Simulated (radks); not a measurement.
The numbers below are computed, except where a source is named.
All-electron atom: the lanthanum ion La+ in [Xe] 5d1 6d1 (not the ground configuration).

Code: a radial shooting solver on a logarithmic mesh with Libxc functionals. Model: Dirac Kohn-Sham, SOGGA, spin-unpolarised, spherical densities, point nucleus; open shells fill j = l - 1/2 first.

Energy parts (eV):
part                      energy
total                 -231116.15
kinetic                247340.35
electron-nucleus      -561947.81
Hartree                 88931.63
exchange-correlation    -5440.31

Orbitals (lengths in bohr, moments of r in powers of bohr; <r^-3> diverges for s and p1/2; r(max) is where P^2 peaks):
| orbital | occ. | eigenvalue (eV) | <r^2> | r(max) | <r^-3> | <r^4> | small-component weight |
|---|---|---|---|---|---|---|---|
| 1s1/2 | 2 | -38710.15 | 0.0008542 | 0.01608 | - | 1.920e-06 | 4.44e-02 |
| 2s1/2 | 2 | -6167.088 | 0.01357 | 0.09112 | - | 0.0003181 | 9.61e-03 |
| 2p1/2 | 2 | -5817.247 | 0.009964 | 0.06951 | - | 0.0002007 | 9.65e-03 |
| 2p3/2 | 4 | -5404.399 | 0.01123 | 0.07467 | 6678 | 0.0002482 | 9.09e-03 |
| 3s1/2 | 2 | -1325.530 | 0.09293 | 0.2607 | - | 0.01311 | 2.92e-03 |
| 3p1/2 | 2 | -1178.011 | 0.08776 | 0.2473 | - | 0.01225 | 2.87e-03 |
| 3p3/2 | 4 | -1097.560 | 0.09540 | 0.2586 | 1335 | 0.01440 | 2.71e-03 |
| 3d3/2 | 4 | -838.9786 | 0.07850 | 0.2082 | 217.9 | 0.01115 | 2.59e-03 |
| 3d5/2 | 6 | -821.7618 | 0.08067 | 0.2114 | 198.9 | 0.01172 | 2.55e-03 |
| 4s1/2 | 2 | -274.2943 | 0.4832 | 0.6087 | - | 0.3399 | 8.96e-04 |
| 4p1/2 | 2 | -220.0203 | 0.5178 | 0.6192 | - | 0.4015 | 8.32e-04 |
| 4p3/2 | 4 | -202.8657 | 0.5599 | 0.6434 | 285.6 | 0.4693 | 7.82e-04 |
| 4d3/2 | 4 | -113.8672 | 0.6740 | 0.6676 | 38.44 | 0.7406 | 6.40e-04 |
| 4d5/2 | 6 | -110.8895 | 0.6910 | 0.6755 | 34.77 | 0.7787 | 6.27e-04 |
| 5s1/2 | 2 | -47.3029 | 2.714 | 1.409 | - | 10.77 | 2.00e-04 |
| 5p1/2 | 2 | -32.5232 | 3.415 | 1.542 | - | 17.60 | 1.61e-04 |
| 5p3/2 | 4 | -29.9785 | 3.720 | 1.607 | 42.10 | 20.90 | 1.48e-04 |
| 5d3/2 | 1 | -10.7605 | 7.879 | 2.123 | 3.146 | 107.8 | 7.36e-05 |
| 5d5/2 | 0 | -10.5208 | 8.123 | 2.153 | 2.825 | 114.7 | 7.16e-05 |
| 6s1/2 | 0 | -9.6643 | 17.57 | 3.483 | - | 462.0 | 3.59e-05 |
| 6p1/2 | 0 | -6.7506 | 27.20 | 4.211 | - | 1105 | 2.25e-05 |
| 6p3/2 | 0 | -6.4637 | 29.51 | 4.429 | 4.723 | 1287 | 2.06e-05 |
| 6d3/2 | 1 | -3.5031 | 63.49 | 7.161 | 0.3504 | 5619 | 1.05e-05 |
| 6d5/2 | 0 | -3.4759 | 64.24 | 7.213 | 0.3253 | 5750 | 1.05e-05 |

The highest occupied level is 6d3/2 at -3.503 eV. The configuration is held as typed, so some empty levels lie below it. The density falls to 0.001 e/bohr^3 at r = 3.97 bohr. Summed over all electrons, <r^2> = 111.2 bohr^2, which gives a Langevin (diamagnetic) susceptibility term of -88.1 x 10^-6 cm^3/mol.
